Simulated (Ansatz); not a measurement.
Start from `CO[Si]1(Cl)CO1` and change one atom or group to get `F[Si]1(Cl)CO1`.

Ansatz, PBE0-D4/def2-TZVP geometries, multiplicity 1. Each molecule was computed in one conformer, which needn't be the lowest.

```json
{"property": "size of the dipole moment (B3LYP/def2-TZVPP) / D", "`CO[Si]1(Cl)CO1`": "2.31"}
{"property": "LUMO energy (ωB97M-V/def2-TZVPP) / eV", "`CO[Si]1(Cl)CO1`": "2.14"}
{"property": "LUMO energy (PBE/def2-TZVPP) / eV", "`CO[Si]1(Cl)CO1`": "-0.77"}
{"property": "LUMO energy (B3LYP/def2-TZVPP) / eV", "`CO[Si]1(Cl)CO1`": "-0.03"}
{"property": "LUMO energy (PBE0/def2-TZVPP) / eV", "`CO[Si]1(Cl)CO1`": "0.25"}
{"property": "HOMO–LUMO gap (B3LYP/def2-TZVPP) / eV", "`CO[Si]1(Cl)CO1`": "7.45"}
```

Q: Give the same properties after the change, and the shifts. (Estimate.)

A: The calculation gave: 
```csv
property,`F[Si]1(Cl)CO1`,shift
size of the dipole moment (B3LYP/def2-TZVPP) / D,1.69,-0.62
LUMO energy (ωB97M-V/def2-TZVPP) / eV,1.69,-0.45
LUMO energy (PBE/def2-TZVPP) / eV,-1.28,-0.51
LUMO energy (B3LYP/def2-TZVPP) / eV,-0.55,-0.52
LUMO energy (PBE0/def2-TZVPP) / eV,-0.26,-0.51
HOMO–LUMO gap (B3LYP/def2-TZVPP) / eV,7.51,0.06
```

With PBE0 the HOMO falls by 0.58 eV and the LUMO falls by 0.51 eV, so the gap widens by about 0.07 eV. PBE moves the HOMO by -0.57 eV and ωB97M-V by -0.57 eV. Dipoles are sizes alone; their direction can turn.

B3LYP here is the variant with VWN-RPA as its local correlation; programs differ in this.
